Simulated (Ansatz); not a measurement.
These are frozen-core CCSD(T)/def2-TZVPP // TPSS-D3(BJ)/def2-SVP (Ansatz, an electronic-structure program) values and carry that method's errors.

Ansatz 0.2 input:
```yaml
crystal:
  periodic: [false, false, false]
  atoms:
    - { symbol: Ti, position_ang: [0.090569, -0.10917, -0.058488] }
    - { symbol: O, position_ang: [-0.575343, -0.733967, -1.626458] }
    - { symbol: H, position_ang: [-1.50166, -0.723625, -1.920351] }
    - { symbol: O, position_ang: [-1.21947, 0.273661, 1.134214] }
    - { symbol: H, position_ang: [-1.342588, -0.149471, 2.000235] }
    - { symbol: N, position_ang: [1.124567, 1.461021, -0.286066] }
    - { symbol: H, position_ang: [1.63407, 1.71246, -1.138349] }
    - { symbol: H, position_ang: [1.093392, 2.269076, 0.342225] }
    - { symbol: N, position_ang: [1.233646, -1.441789, 0.658522] }
    - { symbol: H, position_ang: [2.166187, -1.284887, 1.04837] }
    - { symbol: H, position_ang: [1.100429, -2.443745, 0.489328] }
basis:
  gaussian: { orbitals: def2-TZVPP }
correlation:
  method: ccsd_t
```

Output:

```
Functional definition: HF
1713 factors; integrals over basis functions are off by at most 1.1e-3 eV
mean field evaluation 1: about -30214.9243 eV, gradient 8.0e1 eV
mean field evaluation 2: about -30215.0671 eV, gradient 8.1e1 eV
mean field evaluation 4: about -30226.1884 eV, gradient 1.0e1 eV
mean field evaluation 8: about -30226.4515 eV, gradient 6.8e-1 eV
mean field evaluation 16: about -30226.4536 eV, gradient 2.0e-6 eV
mean field -30226.45360467 eV, -1110.8016817454 hartree, gradient 2.0e-6 eV, S^2 0.000000; 0 other end points of the search recorded, 0 dependent functions left out
9 core orbitals not correlated
reference -30226.45360467 eV, -1110.8016817454 hartree; 20, 20 occupied and 243, 243 virtual orbitals, 1713 factors
second order -37.10124949 eV of doubles, -0.00000000 eV of singles
cycle   1  -35.82002093 eV  change     1.3e0 eV  update   2.4e-1
cycle   2  -37.01796728 eV  change    -1.2e0 eV  update   1.5e-1
cycle   3  -37.35098781 eV  change   -3.3e-1 eV  update   5.4e-2
cycle   4  -37.36759655 eV  change   -1.7e-2 eV  update   2.2e-2
cycle   5  -37.34371596 eV  change    2.4e-2 eV  update   8.1e-3
cycle   6  -37.34336305 eV  change    3.5e-4 eV  update   3.7e-3
cycle   7  -37.34482762 eV  change   -1.5e-3 eV  update   2.0e-3
cycle   8  -37.34436447 eV  change    4.6e-4 eV  update   7.9e-4
cycle   9  -37.34465308 eV  change   -2.9e-4 eV  update   3.9e-4
cycle  10  -37.34520912 eV  change   -5.6e-4 eV  update   1.6e-4
cycle  11  -37.34490695 eV  change    3.0e-4 eV  update   1.1e-4
cycle  12  -37.34477799 eV  change    1.3e-4 eV  update   5.5e-5
cycle  13  -37.34486339 eV  change   -8.5e-5 eV  update   2.6e-5
cycle  14  -37.34482631 eV  change    3.7e-5 eV  update   1.2e-5
perturbative correction -1.85344399 eV, -0.0681128102 hartree
Total energy: -30265.65187497 eV, -1112.2421916094 hartree
```

Cost: very roughly 27 core-minutes.
